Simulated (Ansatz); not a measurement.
A structure relaxed at PBE0-D4/def2-TZVP, charge 0, multiplicity 1:

```tsv
atom	x (Å)	y (Å)	z (Å)
Cl1	1.1675	0.9730	-2.4815
Zr2	0.3519	0.3253	-0.4054
Se3	0.9638	-2.0849	0.1608
Se4	1.4277	1.6715	1.4721
Se5	-2.1948	0.5621	-0.3293
H6	0.3455	-2.4744	-1.1228
H7	0.1111	1.6325	2.1341
H8	-2.1726	-0.6052	0.5718
```

**Question.** Give its formula and SMILES.

**Answer.** ClH3Se3Zr, `[Cl][Zr]([SeH])([SeH])[SeH]`.

**Question.** Summarise the bond lengths by kind.

**Answer.** 1 × Cl–Zr 2.323 Å; 3 × Se–Zr 2.549 to 2.559 Å; 3 × H–Se 1.474 to 1.477 Å.

Program: Ansatz 0.2.0.
